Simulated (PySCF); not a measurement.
## Removal energies of Eu⁴⁵⁺ from EOM-IP-GCCSD

Reference: closed-shell Eu⁴⁵⁺, [Ar]; one electron is removed. Calculated with PySCF 2.14, two-component X2C-1e with screened spin-orbit coupling, an even-tempered Gaussian basis (18 s from 3.7 bohr⁻², ratio 2.6; 14 p from 4.8 bohr⁻², ratio 2.6; 5 d from 4.9 bohr⁻², ratio 2.8; 3 f from 80 bohr⁻², ratio 2.8); frozen [Ne]; the 62 highest virtual spinors dropped; of the others 50 kept and the rest restored at second order. No Breit or QED terms. Binding energies in eV.

```json
{"level": "3s1/2", "Koopmans": "4157.6", "second order": "4149.8", "EOM-CCSD": "4145.0"}
{"level": "3p1/2", "Koopmans": "3989.6", "second order": "3989.5", "EOM-CCSD": "3989.5"}
{"level": "3p3/2", "Koopmans": "3824.9", "second order": "3825.7", "EOM-CCSD": "3826.0"}
```

One-hole weights below 0.9, a sign of mixing with satellites: 3s1/2 (0.73).

For comparison, the ionisation energy of Eu⁴⁵⁺ is 3823 ± 4 eV (theoretical estimate listed by NIST; NIST Atomic Spectra Database, ionization energies).
